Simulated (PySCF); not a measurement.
Computed properties of Mg(H)(OSiH3) (H₄MgOSi), SMILES [MgH][O][SiH3]

Mg(H)(OSiH3) (H₄MgOSi), SMILES [MgH][O][SiH3]. The structure is a stationary point at B3LYP-D3(BJ)/def2-TZVP. One conformer was computed; it need not be the lowest. All values are computed for the isolated molecule unless a solvent is named; none is compared with measurement here.

**Structure.** The optimised structure has C3v symmetry. All 15 harmonic modes at B3LYP-D3(BJ)/def2-TZVP (PySCF) are real, so it is a minimum. With heavy atoms numbered as in [MgH:1][O:3][SiH3:4], the shortest bond between them is O3–Si4 at 1.616 Å and the longest Mg1–O3 at 1.798 Å.

**Vibrations.** The strongest infrared lines (harmonic, unscaled, degenerate partners summed) lie at 327 cm⁻¹ (556 km/mol, H 84 %, Mg 13 %), 1086 cm⁻¹ (405 km/mol, O 77 %, Si 17 %), 2179 cm⁻¹ (400 km/mol, H 96 %). The softest mode is at 82 cm⁻¹ and the zero-point energy is 21.5 kcal/mol.

**Electronic structure.** M06-2X/def2-TZVPD (PySCF) places the frontier levels at -9.38 and -0.64 eV, a gap of 8.74 eV, and gives a dipole moment of 1.43 D and a mean polarisability of 56.4 bohr³.

**Excitations.** TDA-CAM-B3LYP/def2-SVPD (PySCF) has S1 at 6.16 eV (201 nm, f = 0.012, weak); the most intense of the 10 singlets computed lies at 6.93 eV (f = 0.46). Strengths of degenerate partners are summed. T1 (TDA) is at 5.33 eV, 0.83 eV under S1. No vertical singlet excitation falls in the visible range (under 3.1 eV).

**NMR.** GIAO shifts at PBE0/pcSseg-2 (PySCF) (non-relativistic, atoms alike by connectivity averaged): ¹H from 4.6 to 5.4 ppm against TMS; ²⁹Si at -48.2 ppm against TMS.
